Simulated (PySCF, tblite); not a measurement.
C6H11NSi2.
Numbering: `[CH3:1][CH2:2][C@H:3]([SiH3:4])[SiH2:5][C:6]#[C:7][C:8]#[N:9]` (hydrogens: H10, H11, H12 on C1; H13, H14 on C2; H15 on C3; H16, H17, H18 on Si4; H19, H20 on Si5)

Geometry (GFN2-xTB, Å), atoms numbered from 1 in this order:
```
atom  x, y, z in Å
C1    -1.886    1.996   -1.046
C2    -1.892    0.592   -0.454
C3    -0.528   -0.104   -0.513
Si4   -0.696   -1.924    0.054
Si5    0.811    0.860    0.442
C6     2.328   -0.204    0.540
C7     3.333   -0.880    0.600
C8     4.456   -1.650    0.665
N9     5.404   -2.300    0.717
H10   -2.896    2.398   -1.079
H11   -1.272    2.668   -0.451
H12   -1.492    1.980   -2.061
H13   -2.624   -0.011   -1.001
H14   -2.232    0.643    0.584
H15   -0.218   -0.129   -1.565
H16   -1.087   -1.956    1.465
H17   -1.735   -2.571   -0.752
H18    0.577   -2.617   -0.135
H19    1.254    2.082   -0.242
H20    0.390    1.139    1.820
```

Level of theory: PBE0/pcSseg-1 in PySCF (dipole) on a GFN2-xTB geometry, gas phase.

Take the most abundant isotopes and a rigid rotor. The values belong to one conformer with, in the numbering `[CH3:1][CH2:2][C@H:3]([SiH3:4])[SiH2:5][C:6]#[C:7][C:8]#[N:9]`, C1–C2–C3–Si4 -173°, C2–C3–Si5–C6 171°.

(1) Give the principal moments of inertia and the rotational constants in MHz.

(2) Classify the top.

(3) Is it planar, by Δ = Ic − Ia − Ib?

(4) Give the other two planar moments, Paa and Pbb, and the rms extents of the mass along the axes.

(5) Predict some low-J microwave lines.

(6) Estimate the classical rotational partition function at 50 K, 100 K and 200 K.

Answers

(1) Ia = 234.66, Ib = 1030.78, Ic = 1216.71 u·Å²; 505379 MHz·u·Å²/I gives A = 2154, B = 490.3, C = 415.4 MHz.

(2) A near-prolate asymmetric top; Ray's κ = -0.914.

(3) Not planar: Δ = Ic − Ia − Ib = -48.74 u·Å². For a rigid frame Δ = −2 Σ m c², so Σ m c² = 24.37 u·Å² lies off the ab plane: 12.52 from hydrogen and 11.85 from heavier atoms. The atom farthest from that plane is 1.85 Å away.

(4) Paa = Σ m a² = (Ib + Ic − Ia)/2 = 1006.41 and Pbb = Σ m b² = (Ia + Ic − Ib)/2 = 210.29 u·Å². With the mass M = 153.04 u, the rms extents √(P/M) along a, b and c are 2.56, 1.17, 0.40 Å.

(5) The dipole components are |μa| = 5.19 D, |μb| = 0.81 D, |μc| = 0.05 D. Intensities carry the squares of the components, which stand as 1.00 : 0.02 : 0.00 (a : b : c). Some lines, for components of 0.1 D or more:

```csv
type,branch,"J(Ka,Kc)",MHz,lower level (cm⁻¹)
a,Q,"3(1,2) ← 3(1,3)",449,0.230
a,R,"1(0,1) ← 0(0,0)",906,0.000
b,Q,"1(1,0) ← 1(0,1)",1738,0.030
b,Q,"3(1,2) ← 3(0,3)",1936,0.181
a,R,"3(1,3) ← 2(1,2)",2603,0.144
b,R,"5(0,5) ← 4(1,4)",3123,0.346
a,R,"4(3,2) ← 3(3,1)",3627,0.692
a,R,"5(2,3) ← 4(2,2)",4571,0.530
b,Q,"5(2,4) ← 5(1,5)",5674,0.491
b,Q,"4(3,1) ← 4(2,2)",8476,0.530
b,R,"4(2,2) ← 3(1,3)",8986,0.230
b,R,"4(3,2) ← 3(2,1)",12121,0.409
b,R,"5(3,3) ← 4(2,2)",13012,0.530
```

(6) Point group C1, symmetry number σ = 1; q = (√π/σ)·√((kT/h)³/(ABC)), k/h = 20836.6 MHz/K: 90000 at 50 K, 255000 at 100 K, 720000 at 200 K.

Its GFN2-xTB frequencies are all real (lowest 22 cm⁻¹). Constants of a rigid frame at the computed geometry: no zero-point averaging, no centrifugal distortion. A rigid rotor knows nothing of internal rotation, which can split or shift real lines. Quadrupole hyperfine structure (14N) is left out.
